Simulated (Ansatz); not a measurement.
Ta₅Si₃⁺, relaxed as a singlet with RKS PBE-D4/def2-SVP in Ansatz, starting from the GFN1-xTB geometry. Force threshold 0.03 eV/Å.

In the def2 sets Ta takes a core potential; there is no spin–orbit coupling. The restricted singlet is unstable towards broken spin symmetry in Hartree–Fock (as tested in another run); at PBE-D4/def2-SVP this wasn't settled. The relaxation made no stability test and no search for a lower SCF solution. The structure comes from a short search, and lower isomers may exist.

Start:

```xyz
8

Ta    0.0910   -0.2427   -0.5109
Ta    1.4008   -2.0311    1.3471
Ta    0.1738    0.0802    2.1803
Ta    0.3331   -1.0685   -3.0675
Ta    1.4460   -2.5712   -1.3020
Si   -1.3298    2.4379    1.6567
Si    0.0463    2.3697   -0.2611
Si   -2.1612    1.0256   -0.0426
```

(1) Estimate the energy that the relaxation releases and the steps that it takes.

(2) Does the start keep its bonding and symmetry?

(3) Predict the relaxed structure.

Answers

(1) 151.5 kcal/mol, in 41 steps; 4.6 min on 4 threads of Arm Neoverse V2 on a shared host. No frequencies were taken in this run, so the end may be a saddle point.

(2) Bonds formed: Ta2–Ta4, Ta2–Si7, Ta3–Ta4, Ta3–Ta5, Ta4–Si8 (atoms count from 1). Point group Cs at the start, Cs at the end, both within 0.05 Å.

(3) 
Cartesian coordinates in Å:
```
Ta 1.2278 0.2858 -1.3136
Ta 1.9628 -0.5900 1.0106
Ta -0.7922 -0.7258 0.9513
Ta -0.9039 -1.1027 -1.7892
Ta 0.7724 -2.3637 -0.3628
Si -1.6874 1.7492 1.4169
Si 0.6188 1.5392 0.9250
Si -1.1983 1.2082 -0.8382
```
Bond lengths (bridged metal pairs left out): 10 × Ta–Ta 2.54 to 4.04 Å; 7 × Si–Ta 2.52 to 2.67 Å; 3 × Si–Si 2.37 to 2.55 Å.
